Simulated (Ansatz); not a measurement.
The cluster Li₈Sn (the lowest singlet isomer of a short search). Charge 0, multiplicity 1. Geometry PBE0-D4/def2-SVP, basis def2-TZVP, Ansatz.

```csv
atom,x (Å),y (Å),z (Å)
Li1,0.696,4.487,0.713
Li2,0.198,1.828,2.409
Li3,0.063,-4.024,-2.221
Li4,1.351,-2.095,0.031
Li5,1.406,1.462,-0.173
Li6,-0.456,-0.857,-1.796
Li7,-1.368,2.097,-0.003
Li8,-1.477,-2.643,0.212
Sn9,-0.413,-0.255,0.828
```

```csv
run,HOMO (eV),LUMO (eV)
A,-3.08,-1.71
B,-2.91,-1.77
C,-4.09,-0.52
D,-3.24,-1.41
E,-3.10,-1.59
```

In the def2 sets Sn takes a core potential; there is no spin–orbit coupling. B3LYP takes the VWN-RPA correlation. HSE06 is defined as in plane-wave codes, on full-range PBE exchange. The structure comes from a short search, and lower isomers may exist.

Task: The runs used B3LYP, CAM-B3LYP, HSE06, r2SCAN, r2SCANh. Estimate which is which.

Result: A HSE06 (range-separated); B r2SCAN (0 % exact exchange); C CAM-B3LYP (range-separated); D B3LYP (20 % exact exchange); E r2SCANh (10 % exact exchange). Exact exchange lowers occupied and raises empty levels; among semilocal functionals meta-GGAs tend to open the gap a little, and such runs are hard to tell apart. The gap grows from 1.15 eV (r2SCAN) to 3.57 eV (CAM-B3LYP). The restricted singlet is unstable towards broken spin symmetry in Hartree–Fock (as tested in another run); at HSE06-D4/def2-TZVP, r2SCAN-D4/def2-TZVP, CAM-B3LYP-D4/def2-TZVP, B3LYP-D4/def2-TZVP and others this wasn't settled.
